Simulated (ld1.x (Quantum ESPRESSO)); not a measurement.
# Which change was made? (Te, TM)

Te, norm-conserving Troullier–Martins (Kleinman–Bylander form), made with ld1.x (Quantum ESPRESSO) 7.5 (BP86, scalar-relativistic). Core [Kr] 4d10, reference 5s1.75 5p4.25. Waves: 5s (bound): rc 1.75 bohr; 5p (bound): rc 2.20 bohr; 5d channel at 0.2 Ry: rc 1.80 bohr. Local part: all-electron potential smoothed inside 1.50 bohr (lloc = -2). Core correction: a·sin(br)/r model core inside 1.65 bohr.

Cutoffs, loose and tight: the cutoffs (Ry, on a coarse ladder) from which the occupation-weighted sum of valence levels, in a spherical-Bessel basis at the reference potential, stays within 10 and 1 mRy of its value at 400 Ry. They do not see the model core or the augmentation charge, which bear on the density cutoff. Test errors are all-electron minus pseudo excitation energies from the reference, over the configurations 5s2 5p4; 5s2 5p3; 5s2 5p2; 5s1 5p4; 5s2 5p1; 5s2 5p3.5; 5s0 5p6; variants that change the core or the reference have their own tests.

The base gives: outcome: generated; cutoff, loose: 25 Ry; cutoff, tight: 40 Ry; bound ghosts: d; largest test error (meV): -22.

Task: After one change the result is: outcome: generated; cutoff, loose: 50 Ry; cutoff, tight: 110 Ry; bound ghosts: d, s; largest test error (meV): -65. Which change was it?
A. all radii but the core radius scaled by about 1.20 (s 2.10, p 2.62, d 2.16 bohr); local potential all-electron potential smoothed inside 1.80 bohr (lloc = -2)
B. all radii but the core radius scaled by about 0.95 (s 1.66, p 2.10, d 1.72 bohr); local potential all-electron potential smoothed inside 1.44 bohr (lloc = -2)
C. all radii but the core radius scaled by about 1.39 (s 2.44, p 3.06, d 2.50 bohr); local potential all-electron potential smoothed inside 2.08 bohr (lloc = -2)
D. all radii but the core radius scaled by about 0.85 (s 1.48, p 1.86, d 1.52 bohr); local potential all-electron potential smoothed inside 1.26 bohr (lloc = -2)

Result: D. The others give: all radii but the core radius scaled by about 1.39 (s 2.44, p 3.06, d 2.50 bohr); local potential all-electron potential smoothed inside 2.08 bohr (lloc = -2) → outcome: generated; cutoff, loose: 12 Ry; cutoff, tight: 30 Ry; bound ghosts: none; largest test error (meV): -111 | all radii but the core radius scaled by about 1.20 (s 2.10, p 2.62, d 2.16 bohr); local potential all-electron potential smoothed inside 1.80 bohr (lloc = -2) → outcome: generated; cutoff, loose: 25 Ry; cutoff, tight: 35 Ry; bound ghosts: none; largest test error (meV): -67 | all radii but the core radius scaled by about 0.95 (s 1.66, p 2.10, d 1.72 bohr); local potential all-electron potential smoothed inside 1.44 bohr (lloc = -2) → outcome: generated; cutoff, loose: 30 Ry; cutoff, tight: 55 Ry; bound ghosts: d, s; largest test error (meV): +26.
